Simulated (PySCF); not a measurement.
Br₄Sn (SMILES [Br][Sn]([Br])([Br])[Br]), singlet, geometry from GFN2-xTB (such geometries of metal compounds can be far from the true shape) (all electrons, no relativity).

Input for PySCF:
```python
from pyscf import gto, scf, dft

mol = gto.M(
    atom='''
Br   -0.91186099    2.25519566   -0.77092607
Sn   -0.00000000    0.00000000    0.00000000
Br   -1.75646102   -1.80817005   -0.39634669
Br    0.55773232    0.11338300    2.48752968
Br    2.11058968   -0.56040861   -1.32025692
''',
    basis='sto-3g',
    verbose=4,
)

mf = dft.RKS(mol)
mf.xc = 'pbe'
mf.kernel()
```

Task: What HOMO-LUMO gap does PBE/STO-3G in PySCF give?

Result: 3.98 eV

Task: Predict the number of basis functions from PBE/STO-3G.

Result: 99

Task: What nuclear repulsion energy does PBE/STO-3G give?

Result: 2384.9888 Eh

Task: What is the computed dipole moment (PBE/STO-3G)?

Result: 0.00 D

Task: What total energy does PBE/STO-3G give?

Result: -16147.202765 Ha

Task: What HOMO energy does PBE/STO-3G give?

Result: -4.36 eV
